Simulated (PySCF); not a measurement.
Does the answer move with the share of exact exchange?

Species: C2H6BNSi.
Bonds: C1–C2 (triple), C2–B3, B3–N4, N4–Si5. Hydrogens: H6 on C1; H7 on B3; H8 on N4; H9, H10, H11 on Si5.

Torsions of this conformer, `[CH:1]#[C:2][BH:3][NH:4][SiH3:5]`: C2–B3–N4–Si5 0°.

PySCF, pcSseg-2 basis, density fitting, gas phase, PBE0-D3(BJ)/def2-SVP geometry. One functional is left out:

```
functional  exact exchange (%)  HOMO energy (eV)  LUMO energy (eV)  dipole moment (D)
     B97-D                   0             -6.63             -1.85              1.093
      BLYP                   0             -6.51             -1.84              1.133
      BP86                   0             -6.77             -2.07              1.139
       LDA                   0             -6.84             -2.24              1.208
      OPBE                   0             -6.65             -1.89              1.133
       PBE                   0             -6.68             -2.00              1.151
     B97-2                  21             -7.63             -1.08              1.052
      PBE0                  25             -7.90             -1.07              1.073
  mPW1PW91                  25             -7.92             -1.08              1.063
 BHandHLYP                  50             -8.96             -0.03              0.983
```

Task: Predict the row of B3LYP (20 % exact exchange) by straight lines through the other rows, and check it.

Result: 
| property | line | computed | computed − line | B97-2 (21 %), for comparison |
| --- | --- | --- | --- | --- |
| HOMO energy (eV) | -7.62 | -7.65 | -0.03 | -7.63 |
| LUMO energy (eV) | -1.21 | -1.26 | -0.05 | -1.08 |
| dipole moment (D) | 1.077 | 1.076 | -0.001 | 1.052 |

Task: Which of these properties follows the share of exact exchange most closely, and which least?

Result: Most closely the HOMO energy, least the dipole moment; the correlations over the tabulated rows are HOMO energy -0.993, LUMO energy 0.984, dipole moment -0.888. The HOMO energy moves by -0.464 eV for every 10 %. Functionals with the same share still differ in their other parts: at 0 % BLYP and LDA differ by 0.33 eV in it.
